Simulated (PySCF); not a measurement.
Computed shifts of a molecule C5H9N, KT2/pcSseg-1 (PySCF), GIAO, gas phase, equivalent atoms averaged, in ppm (number of nuclei): ¹³C: 160.5 (1), 145.3 (1), 94.2 (1), 31.9 (1), 20.2 (1). ¹⁵N: 360.5 (1). ¹H: 7.15 (1), 4.54 (1), 4.24 (1), 2.26 (6). References: ¹³C against TMS (σ = 185.1 ppm); ¹⁵N against NH3 (σ = 266.2 ppm); ¹H against TMS (σ = 31.47 ppm), references at their B3LYP-D3(BJ)/def2-TZVP geometries, non-relativistic. Coordinates come from a B3LYP-D3(BJ)/def2-SVP optimisation. The values are those of a single conformer.

Question: Which structure fits?
A. C=CN(C)C=C
B. CC(C)=C=CN
C. C=CN=C(C)C
D. C=C(C)/C=N/C

Answer: C, C=CN=C(C)C
